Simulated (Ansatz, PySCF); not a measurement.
Reaction (SMILES): CCCCCO -> [CH2]CC + [CH2]CO (the C-C bond at the site shown breaks; other sites are not compared here)
Geometries: B3LYP-D3(BJ)/def2-TZVP minima from Ansatz (a first-principles code), one conformer each, not searched for the lowest. Frequencies are from Ansatz or PySCF.

Quantity: bond dissociation energy (enthalpy at 298 K, with B3LYP-D3(BJ) rigid-rotor harmonic-oscillator terms), in kJ/mol. Correlated levels leave the core frozen unless marked. Open shells are spin-unrestricted. Spin-orbit coupling is left out. No relativistic terms. CBS marks a two-point X^-3 extrapolation of the correlation energy; Hartree-Fock from the larger set. [CCSD(T)-MP2]/basis is that difference in the basis named.

```json
[
 {"level": "r2SCAN0-D4/def2-TZVPD", "program": "Ansatz + dftd4", "bond dissociation energy (kJ/mol)": "335.8", "minus last row": "-43.3"},
 {"level": "HSE06-D4/def2-TZVPD", "program": "Ansatz + dftd4", "bond dissociation energy (kJ/mol)": "360.7", "minus last row": "-18.4"},
 {"level": "LC-wPBE-D4/def2-TZVPD", "program": "Ansatz + dftd4", "bond dissociation energy (kJ/mol)": "363.4", "minus last row": "-15.7"},
 {"level": "RI-MP2/aug-cc-pVTZ", "program": "Ansatz", "bond dissociation energy (kJ/mol)": "395.1", "minus last row": "16.0"},
 {"level": "RI-MP2/cc-pVTZ", "program": "Ansatz", "bond dissociation energy (kJ/mol)": "394.1", "minus last row": "15.0"},
 {"level": "SCS-MP2/6-31G*", "program": "Ansatz", "bond dissociation energy (kJ/mol)": "382.4", "minus last row": "3.3"},
 {"level": "RI-MP2/CBS(cc-pVTZ,cc-pVQZ)+[CCSD(T)-MP2]/cc-pVTZ", "program": "Ansatz", "bond dissociation energy (kJ/mol)": "379.1", "minus last row": "0.0"}
]
```
